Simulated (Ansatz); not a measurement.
Cd₉H₂₄Se₉⁻, a nanocrystal cut from wurtzite CdSe (hydrogen-capped). Charge -1, multiplicity 2. Geometry r2SCAN-D4/def2-SVP, that of the neutral singlet; atoms count from 1.

```xyz
42

Cd    2.415   -1.328    5.436
Se   -0.164    0.790    4.766
Se    1.772   -1.204    2.321
Cd   -0.341   -2.749    1.558
Cd   -1.866    1.962    2.627
Se   -2.232   -0.453    1.413
Se   -0.071   -2.942   -1.147
Cd   -1.780   -5.286   -2.459
Cd   -3.681    0.253   -0.788
Se   -3.678   -2.524   -1.857
Cd    2.843    0.957    1.050
Se    0.275    2.466    1.015
Se    2.712    0.297   -1.592
Cd    0.733   -1.030   -2.917
Cd   -0.940    3.443   -1.223
Se   -1.385    0.902   -2.110
Cd    4.556    2.090   -3.468
Se    1.635    3.660   -2.699
H     1.370   -2.614    5.739
H     3.542   -0.077    5.392
H    -1.298    0.478    5.653
H     0.070    2.077    5.442
H     2.812   -2.156    1.896
H    -1.138   -3.871    2.545
H    -2.984    3.017    3.325
H    -3.351   -0.926    2.244
H     1.213   -3.663   -1.117
H    -2.209   -5.981   -0.986
H    -1.468   -4.810   -4.044
H    -5.236    0.894   -0.915
H    -4.905   -2.920   -1.146
H    -4.439   -2.177   -3.070
H     3.946    2.047    1.731
H     0.670    3.755    1.605
H     3.627   -0.853   -1.502
H     0.575   -1.127   -4.601
H    -1.833    4.855   -1.457
H    -1.993    1.247   -3.405
H     5.369    2.829   -2.191
H     3.925    1.478   -4.905
H     1.919    5.026   -2.226
H     1.013    4.169   -3.933
```

In the def2 sets Cd takes a core potential; there is no spin–orbit coupling. Single mean-field runs in def2-TZVP are fitted with def2-universal-jkfit. The highest occupied level of the charge -1 doublet lies above zero (up to 0.18 eV). By energy differences its removal costs 0.79 eV (vertical, to the charge 0 singlet, at PBE0-D4/def2-TZVP); self-interaction error and the lack of diffuse functions both raise the level.

Estimate the Mulliken populations of the heavy atoms from the PBE0/def2-TZVP orbitals of Ansatz.


| atom | charge (e) | spin (α − β) | d electrons |
| --- | --- | --- | --- |
| Cd1 | 0.22 | 0.02 | 9.94 |
| Se2 | -0.21 | -0.01 | – |
| Se3 | -0.55 | 0.01 | – |
| Cd4 | 0.51 | 0.02 | 9.99 |
| Cd5 | 0.39 | 0.15 | 9.97 |
| Se6 | -0.55 | -0.02 | – |
| Se7 | -0.55 | 0.01 | – |
| Cd8 | 0.22 | 0.02 | 9.94 |
| Cd9 | 0.39 | 0.15 | 9.97 |
| Se10 | -0.21 | -0.01 | – |
| Cd11 | 0.51 | 0.02 | 9.99 |
| Se12 | -0.55 | -0.02 | – |
| Se13 | -0.55 | 0.01 | – |
| Cd14 | 0.51 | 0.02 | 9.99 |
| Cd15 | 0.39 | 0.15 | 9.97 |
| Se16 | -0.55 | -0.02 | – |
| Cd17 | 0.22 | 0.02 | 9.94 |
| Se18 | -0.21 | -0.01 | – |
Mulliken values and Mayer orders depend strongly on the basis.

Where does the spin sit?

Summed by element: Cd 0.55, Se -0.08, H 0.53, of 1 unpaired in all. Largest on single atoms: Cd5 0.15, Cd9 0.15, Cd15 0.15.

And the Mayer bond orders between bonded heavy atoms (over 0.3)?

Se3–Cd4 0.44 (2.73 Å); Se3–Cd11 0.44 (2.73 Å); Cd4–Se7 0.44 (2.73 Å); Cd5–Se6 0.41 (2.73 Å); Cd5–Se12 0.41 (2.73 Å); Se6–Cd9 0.41 (2.73 Å); Se7–Cd14 0.44 (2.73 Å); Cd9–Se16 0.41 (2.73 Å); Cd11–Se13 0.44 (2.73 Å); Se12–Cd15 0.41 (2.73 Å); Se13–Cd14 0.44 (2.73 Å); Cd15–Se16 0.41 (2.73 Å).
